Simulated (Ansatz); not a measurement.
System: tert-butyl(trifluoro)silane, C$_{4}$H$_{9}$F$_{3}$Si, net charge 0, singlet state. 
Structure (B3LYP-D3(BJ)/def2-TZVP (Ansatz, an electronic-structure program) minimum search):
SMILES: CC(C)(C)[Si](F)(F)F
```xyz
17

C     -1.7251    -1.1841    -0.3640
C     -0.9343     0.1341    -0.4440
C     -1.6941     1.2442     0.3043
C     -0.7400     0.5370    -1.9169
Si     0.7269    -0.1043     0.3455
F      0.6048    -0.5229     1.8719
F      1.6020     1.2195     0.2999
F      1.5707    -1.2388    -0.3767
H     -2.7062    -1.0498    -0.8282
H     -1.8864    -1.4980     0.6688
H     -1.2169    -1.9943    -0.8900
H     -2.6751     1.3895    -0.1569
H     -1.8547     0.9892     1.3534
H     -1.1634     2.1971     0.2636
H     -1.7167     0.6792    -2.3882
H     -0.2079    -0.2314    -2.4806
H     -0.1862     1.4727    -2.0116
```

Total electronic energies in hartree. Correlated levels leave the core frozen unless marked. No spin-orbit coupling. Non-relativistic. CBS marks a two-point X^-3 extrapolation of the correlation energy; Hartree-Fock from the larger set. [CCSD(T)-MP2]/basis is that difference in the basis named.

| level | program | energy (Eh) |
|---|---|---|
| HF/cc-pV(D+d)Z | Ansatz | -744.19965 |
| HF/cc-pV(T+d)Z | Ansatz | -744.38597 |
| r2SCAN/def2-TZVPD | Ansatz | -747.05915 |
| PBE0/def2-TZVPD | Ansatz | -746.69762 |
| wB97X/def2-TZVPD | Ansatz | -747.19662 |
| B2GP-PLYP-D4/def2-TZVPD | Ansatz + dftd4 | -746.76655 |
| B2PLYP/def2-TZVPD | Ansatz | -746.87496 |
| CCSD(T)/aug-cc-pV(D+d)Z | Ansatz | -745.65992 |
| RI-MP2/CBS(aug-cc-pV(T+d)Z,aug-cc-pV(Q+d)Z)+[CCSD(T)-MP2]/aug-cc-pV(T+d)Z | Ansatz | -746.3218 |

Totals of different functionals don't rank their quality; only differences between species are comparable.
